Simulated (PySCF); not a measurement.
# Deuteron quadrupole couplings in `C=CCC/C=C\C(F)F`

C7H10F2.
Cartesian coordinates in Å at the GFN2-xTB level; atoms count from 1:
```xyz
19
C7H10F2 angstrom
C      2.2350    1.1065   -1.2230
C      1.4149    0.1232   -0.9050
C      1.5114   -0.6850    0.3505
C      0.2259   -0.5706    1.1917
C     -0.9320   -1.1905    0.4815
C     -1.9465   -0.5715   -0.1039
C     -2.1487    0.9096   -0.1648
F     -3.1110    1.3097    0.7153
F     -2.6047    1.2695   -1.3934
H      3.0563    1.3891   -0.5841
H      2.1290    1.6647   -2.1375
H      0.5982   -0.1422   -1.5640
H      2.3596   -0.3443    0.9463
H      1.6716   -1.7355    0.0923
H      0.3771   -1.1049    2.1325
H      0.0403    0.4771    1.4252
H     -0.9032   -2.2717    0.4331
H     -2.7347   -1.1305   -0.5875
H     -1.2481    1.5067    0.0369
```

Level: PBE0/pcSseg-1 (PySCF, non-relativistic); Q(2H) = 0.00286 b; rigid geometry, the same for H and D, with no vibrational averaging.

Question: Rank these positions by the coupling χzz of a deuteron there, largest first.
A. H13 (methylene hydrogen)
B. H18 (vinylic hydrogen)
C. H19 (methine hydrogen)
D. H11 (vinylic hydrogen)

Answer: D (227 kHz), B (219 kHz), A (204 kHz), C (181 kHz).

Q: Tabulate Vzz, the asymmetry η and χzz = 234.96 MHz × Q × Vzz for every hydrogen position.

A: 
| atom | bonded to | bond length (Å) | Vzz (au) | η | χzz (kHz) |
| --- | --- | --- | --- | --- | --- |
| H10 | C1 | 1.078 | 0.3350 | 0.05 | 225 |
| H11 | C1 | 1.077 | 0.3380 | 0.05 | 227 |
| H12 | C2 | 1.082 | 0.3205 | 0.05 | 215 |
| H13 | C3 | 1.091 | 0.3042 | 0.03 | 204 |
| H14 | C3 | 1.094 | 0.3009 | 0.01 | 202 |
| H15 | C4 | 1.092 | 0.3025 | 0.02 | 203 |
| H16 | C4 | 1.089 | 0.3059 | 0.03 | 206 |
| H17 | C5 | 1.083 | 0.3207 | 0.05 | 216 |
| H18 | C6 | 1.081 | 0.3252 | 0.08 | 219 |
| H19 | C7 | 1.099 | 0.2688 | 0.02 | 181 |

Q: How does χzz go with the bond length over the 10 C–H bonds?

A: A straight-line fit has a slope of -17.6 kHz for each 0.01 Å, with a correlation coefficient of -0.97, over lengths from 1.077 to 1.099 Å. The longer bonds have the smaller couplings here.

Isolated species at its GFN2-xTB geometry (one conformer only). GFN2-xTB bond lengths can be off by several hundredths of an ångström, more for odd bonds, and the gradients follow them. With a basis this small, the couplings can be 20 % off.

These values come from a run that also computed NMR shieldings. The run took 62 s of wall time on an Arm Neoverse N1 with one thread, shared host with 64 logical CPUs at a one-minute load of 56, and the process peaked at 0.91 GiB of memory.
